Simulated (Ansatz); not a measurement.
BrH$_{3}$OSiSn (`[SiH3][O][Sn][Br]`). Charge 0, multiplicity 1. Sn takes the def2 core potential. The geometry is a stationary point of PBE0-D4/def2-TZVP. It is one conformer, not always the lowest.

```xyz
7

Si   -0.783    0.583   -0.069
O     0.329   -0.084   -1.077
Sn    1.910   -1.248   -1.028
Br    1.954   -1.643    1.477
H    -0.133    1.469    0.933
H    -1.726    1.392   -0.886
H    -1.552   -0.469    0.648
```

Problem. What is the dipole moment at PBE/def2-TZVPP? (An estimate is asked.)

Solution. The calculation gave: 2.63 D, with components (1.22, -0.57, -2.26) D in this frame, pointing from negative to positive charge.

Problem. And with r2SCAN, B3LYP, ωB97M-V? (An estimate is asked.)

Solution. Computed: r2SCAN 2.70 D, B3LYP 2.83 D, ωB97M-V 2.92 D.

Problem. Give the Mulliken charges with PBE, r2SCAN, ωB97M-V in def2-TZVPP. (Estimate.)

Solution. Ansatz gave: 
```
atom    PBE  r2SCAN  ωB97M-V
 Si1   0.36    0.47     0.34
  O2  -0.51   -0.61    -0.61
 Sn3   0.71    0.77     0.77
 Br4  -0.36   -0.38    -0.37
  H5  -0.07   -0.08    -0.04
  H6  -0.07   -0.09    -0.05
  H7  -0.07   -0.08    -0.04
```

B3LYP here is the variant with VWN-RPA as its local correlation; programs differ in this.
